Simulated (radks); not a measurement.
Q: The mean radii <r> (bohr) of the occupied orbitals of an atom or ion are listed with their occupations. Method: scalar-relativistic Kohn-Sham, BLYP, spin-polarised, spherical densities, finite nucleus; Fermi nuclear charge, rms radius of each element as measured or else 0.836 A^(1/3) + 0.57 fm; computed with a radial shooting solver on a logarithmic mesh with Libxc functionals.

| orbital | occ. | <r> |
|---|---|---|
| 1s down | 1 | 0.01715 |
| 1s up | 1 | 0.01715 |
| 2s up | 1 | 0.07236 |
| 2s down | 1 | 0.07236 |
| 2p up | 3 | 0.06522 |
| 2p down | 3 | 0.06522 |
| 3s up | 1 | 0.1871 |
| 3s down | 1 | 0.1871 |
| 3p up | 3 | 0.1882 |
| 3p down | 3 | 0.1881 |
| 3d up | 5 | 0.1704 |
| 3d down | 5 | 0.1704 |
| 4s up | 1 | 0.4151 |
| 4s down | 1 | 0.4151 |
| 4p up | 3 | 0.4418 |
| 4p down | 3 | 0.4418 |
| 4d up | 5 | 0.4681 |
| 4d down | 5 | 0.4678 |
| 5s up | 1 | 0.9395 |
| 5s down | 1 | 0.9346 |
| 4f up | 7 | 0.5144 |
| 4f down | 7 | 0.5121 |
| 5p up | 3 | 1.066 |
| 5p down | 3 | 1.062 |
| 5d up | 4 | 1.339 |

Name the element and its charge. Open shells, if any, are filled with parallel spins first.

A: Z = 78, platinum, charge +6: Pt6+ in [Xe] 4f14 5d4. The 1s radius gives Z: for a bare nucleus <r> = (2 gamma + 1)/(2Z) with gamma = sqrt(1 - (Z/c)^2), 0.01695 bohr for Z = 78, and screening makes it slightly larger (0.01715 here). The occupations add up to 72, and the charge is Z minus that.
